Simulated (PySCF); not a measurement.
**Correlation energy of Ir⁺ (iridium, charge +1)**

[Xe] 4f14 5d6 6s1 6p1, one real determinant (an excited configuration). Computed with PySCF 2.14 in def2-QZVPPD with the def2 core potential (60 electrons) (7s5p4d4f2g, 88 functions), with a scalar-relativistic core potential. Frozen: 5s2 5p6; 8 electrons correlated.

```csv
level,correlation energy (mhartree)
CCSD,-145.95
(T),-4.76
CCSD(T),-150.71
```

Diagnostics: T1 = 0.0069, D1 = 0.0229, largest double amplitude 0.087.

Is a single reference adequate?

Mostly. T1 lies below 0.03, but a double amplitude of this size points to a near-degeneracy that CCSD handles and MP2 describes poorly.

The reference is one real determinant that mixes LS terms of this configuration.
